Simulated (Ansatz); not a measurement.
Computed with Ansatz (a first-principles code) with B3LYP-D3(BJ)/def2-TZVP. No frequencies were computed at this level.

Ansatz 0.2 input:
```yaml
crystal:
  periodic: [false, false, false]
  atoms:
    - { symbol: Si, position_ang: [1.768529, 0.011781, 0.175974] }
    - { symbol: C, position_ang: [-0.063398, -0.154124, 0.567736] }
    - { symbol: C, position_ang: [-0.976064, -0.847339, -0.464583] }
    - { symbol: Si, position_ang: [-1.435205, 0.942576, -0.13622] }
    - { symbol: H, position_ang: [1.93186, 0.522528, -1.188372] }
    - { symbol: H, position_ang: [2.381009, 0.939654, 1.13059] }
    - { symbol: H, position_ang: [2.436075, -1.291703, 0.27171] }
    - { symbol: H, position_ang: [-0.242955, -0.496355, 1.5834] }
    - { symbol: H, position_ang: [-1.587398, -1.658211, -0.091461] }
    - { symbol: H, position_ang: [-0.506631, -1.112071, -1.402378] }
    - { symbol: H, position_ang: [-2.597558, 1.206307, 0.695441] }
    - { symbol: H, position_ang: [-1.108265, 1.936959, -1.141836] }
basis:
  gaussian: { orbitals: def2-tzvp }
hamiltonian:
  xc: b3lyp
  dispersion: d3bj
relax:
  max_steps: 150
```

Output:

```
Functional definition: B3LYP
1234 factors; their error is unknown
mean field evaluation 1: about -17949.5304 eV, gradient 6.9e1 eV
mean field evaluation 2: about -17922.1651 eV, gradient 1.1e2 eV
mean field evaluation 4: about -17961.0335 eV, gradient 3.9e0 eV
mean field evaluation 8: about -17961.0756 eV, gradient 2.4e-1 eV
mean field evaluation 16: about -17961.1158 eV, gradient 3.0e-4 eV
mean field -17961.11575230 eV, -660.0588294156 hartree, gradient 3.3e-5 eV, S^2 0.000000; 0 other end points of the search recorded, 0 dependent functions left out
reference -17961.11605258 eV, -660.0588404507 hartree; 24, 24 occupied and 160, 160 virtual orbitals, 1234 factors
relax step   1: F+E_penalty+E_count = -17961.61080460 eV  Δ(F+E_penalty+E_count) = +0.000e0 eV  max|allowed force component| = 1.213e0 eV/Å  Δτ_max = 0.0000 Å  (29 SCF iters, accepted)
these checks for a lower state are left out or cut short: starts, cluster_reference, orbital_swaps, neighbouring_geometries, increment
1234 factors; their error is unknown
mean field -17961.16231747 eV, -660.0605406538 hartree, gradient 1.1e-5 eV, S^2 0.000000; 0 other end points of the search recorded, 0 dependent functions left out
reference -17961.16261713 eV, -660.0605516663 hartree; 24, 24 occupied and 160, 160 virtual orbitals, 1234 factors
relax step   2: F+E_penalty+E_count = -17961.65808683 eV  Δ(F+E_penalty+E_count) = -4.728e-2 eV  max|allowed force component| = 5.306e-1 eV/Å  Δτ_max = 0.0479 Å  (32 SCF iters, accepted)
these checks for a lower state are left out or cut short: starts, cluster_reference, orbital_swaps, neighbouring_geometries, increment
1234 factors; their error is unknown
mean field evaluation 32: about -17961.1718 eV, gradient 1.0e-5 eV
mean field -17961.17177289 eV, -660.0608881343 hartree, gradient 1.0e-5 eV, S^2 0.000000; 0 other end points of the search recorded, 0 dependent functions left out
reference -17961.17207225 eV, -660.0608991355 hartree; 24, 24 occupied and 160, 160 virtual orbitals, 1234 factors
relax step   3: F+E_penalty+E_count = -17961.66996352 eV  Δ(F+E_penalty+E_count) = -1.188e-2 eV  max|allowed force component| = 1.420e-1 eV/Å  Δτ_max = 0.0283 Å  (32 SCF iters, accepted)
these checks for a lower state are left out or cut short: starts, cluster_reference, orbital_swaps, neighbouring_geometries, increment
1234 factors; their error is unknown
mean field -17961.16748746 eV, -660.0607306477 hartree, gradient 9.8e-6 eV, S^2 0.000000; 0 other end points of the search recorded, 0 dependent functions left out
reference -17961.16778620 eV, -660.0607416261 hartree; 24, 24 occupied and 160, 160 virtual orbitals, 1234 factors
relax step   4: F+E_penalty+E_count = -17961.66650454 eV  Δ(F+E_penalty+E_count) = +3.459e-3 eV  max|allowed force component| = 2.677e-1 eV/Å  Δτ_max = 0.0576 Å  (30 SCF iters, rejected (line search))
these checks for a lower state are left out or cut short: starts, cluster_reference, orbital_swaps, neighbouring_geometries, increment
1234 factors; their error is unknown
mean field -17961.17303805 eV, -660.0609346281 hartree, gradient 1.0e-5 eV, S^2 0.000000; 0 other end points of the search recorded, 0 dependent functions left out
reference -17961.17333696 eV, -660.0609456128 hartree; 24, 24 occupied and 160, 160 virtual orbitals, 1234 factors
relax step   5: F+E_penalty+E_count = -17961.67211659 eV  Δ(F+E_penalty+E_count) = -2.153e-3 eV  max|allowed force component| = 2.871e-2 eV/Å  Δτ_max = 0.0282 Å  (32 SCF iters, accepted)
these checks for a lower state are left out or cut short: starts, cluster_reference, orbital_swaps, neighbouring_geometries, increment
1234 factors; their error is unknown
mean field -17961.17287217 eV, -660.0609285319 hartree, gradient 1.0e-5 eV, S^2 0.000000; 0 other end points of the search recorded, 0 dependent functions left out
reference -17961.17317094 eV, -660.0609395118 hartree; 24, 24 occupied and 160, 160 virtual orbitals, 1234 factors
relax step   6: F+E_penalty+E_count = -17961.67244467 eV  Δ(F+E_penalty+E_count) = -3.281e-4 eV  max|allowed force component| = 1.584e-2 eV/Å  Δτ_max = 0.0171 Å  (32 SCF iters, accepted)
these checks for a lower state are left out or cut short: starts, cluster_reference, orbital_swaps, neighbouring_geometries, increment
1234 factors; their error is unknown
mean field -17961.17263801 eV, -660.0609199267 hartree, gradient 1.0e-5 eV, S^2 0.000000; 0 other end points of the search recorded, 0 dependent functions left out
reference -17961.17293663 eV, -660.0609309008 hartree; 24, 24 occupied and 160, 160 virtual orbitals, 1234 factors
relax step   7: F+E_penalty+E_count = -17961.67252002 eV  Δ(F+E_penalty+E_count) = -7.535e-5 eV  max|allowed force component| = 5.055e-3 eV/Å  Δτ_max = 0.0110 Å  (33 SCF iters, accepted)
1234 factors; their error is unknown
mean field evaluation 64: about -17961.1726 eV, gradient 1.3e-5 eV
mean field -17961.17263801 eV, -660.0609199266 hartree, gradient 1.3e-5 eV, S^2 0.000000; 1 other end points of the search recorded, 0 dependent functions left out
reference -17961.17293663 eV, -660.0609309008 hartree; 24, 24 occupied and 160, 160 virtual orbitals, 1234 factors
Total energy: -17961.67281864 eV, -660.0793012259 hartree
Atom 0 at     1.729846     0.029855     0.188367 Å, force    -0.002282     0.003875     0.001356 eV/Å
Atom 1 at    -0.065325    -0.198809     0.583508 Å, force    -0.004925     0.003316     0.000602 eV/Å
Atom 2 at    -0.994973    -0.876273    -0.475028 Å, force     0.002060     0.000795    -0.001824 eV/Å
Atom 3 at    -1.377911     0.897200    -0.138815 Å, force     0.000575    -0.002349    -0.000481 eV/Å
Atom 4 at     1.855001     0.557508    -1.193818 Å, force    -0.000709    -0.000766     0.000484 eV/Å
Atom 5 at     2.357722     0.991546     1.126709 Å, force     0.000647    -0.001071    -0.000169 eV/Å
Atom 6 at     2.482878    -1.249463     0.254699 Å, force    -0.000462    -0.000487     0.000066 eV/Å
Atom 7 at    -0.257071    -0.517676     1.604878 Å, force     0.004408    -0.004739     0.000942 eV/Å
Atom 8 at    -1.654727    -1.650558    -0.101177 Å, force    -0.002794     0.005055    -0.000745 eV/Å
Atom 9 at    -0.530215    -1.148202    -1.416595 Å, force     0.004071    -0.004284    -0.000838 eV/Å
Atom 10 at    -2.550417     1.236743     0.684754 Å, force     0.001485     0.001487     0.002734 eV/Å
Atom 11 at    -0.994808     1.928133    -1.117481 Å, force    -0.002075    -0.000832    -0.002124 eV/Å
Dipole moment:    -0.211423    -0.011336     0.045720 e Å
```

Cost: about 60 core-seconds (a rough figure).
